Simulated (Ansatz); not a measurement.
`N=C([SiH3])S`, charge 0, multiplicity 1.

(1) Give a relaxed structure at PBE0-D4/def2-TZVP (the Gaussian-basis code of Ansatz). (An estimate is asked.)

## Answers

(1) Computed: 
Z-matrix (Å, degrees):
```
Si
C 1 1.894
H 1 1.479 2 109.4
H 1 1.487 2 108.5 3 -121.4
H 1 1.486 2 108.3 3 121.3
S 2 1.778 1 118.2 3 169.3
N 2 1.266 1 118.6 3 -12.8
H 6 1.343 2 97.5 1 -6.8
H 7 1.023 2 113.7 1 -178.6
```
This is one stationary point; other conformers may exist.
